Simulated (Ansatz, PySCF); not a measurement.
Molecule: GeI, charge 1, multiplicity 1. 
Geometry from a B3LYP-D3(BJ)/def2-TZVP (Ansatz, a program for electronic structure) optimisation:
```xyz
2

Ge     0.0000     0.0000    -1.5094
I      0.0000     0.0000     0.9113
```
Charge +1, spin multiplicity 1.

Total electronic energies in hartree. Valence correlation only, unless marked. No spin-orbit coupling. The frozen core is the preceding noble-gas configuration, with the filled d and f shells of earlier blocks. In def2 rows, elements after Kr have scalar-relativistic effective core potentials. STO-3G rows are all-electron and non-relativistic. CBS(X,Y): correlation extrapolated as X^-3; Hartree-Fock from the larger set.

The T1 diagnostic of CCSD in the largest basis is 0.025, which is high, so the coupled-cluster rows are less sure than usual.

```csv
level,program,energy (Eh)
TPSS/def2-TZVPD,PySCF,___
r2SCAN/def2-TZVPD,PySCF,-2374.55432
r2SCAN-D4/def2-TZVPD,Ansatz + dftd4,-2374.55457
PBE0-D3(BJ)/def2-TZVP,Ansatz + dftd3,-2374.20391
CAM-B3LYP-D3(BJ)/def2-TZVPD,Ansatz + dftd3,-2374.57285
RI-MP2/def2-QZVPP,Ansatz,-2372.06186
CCSD(T)/STO-3G,Ansatz,-8902.32390
CCSD(T)/def2-TZVPP,Ansatz,-2372.03087
"CCSD(T)/CBS(def2-TZVPPD,def2-QZVPPD)",Ansatz,-2372.1128
```

Task: Complete the blanks.

Result: 
- TPSS/def2-TZVPD, energy (Eh): -2374.31485
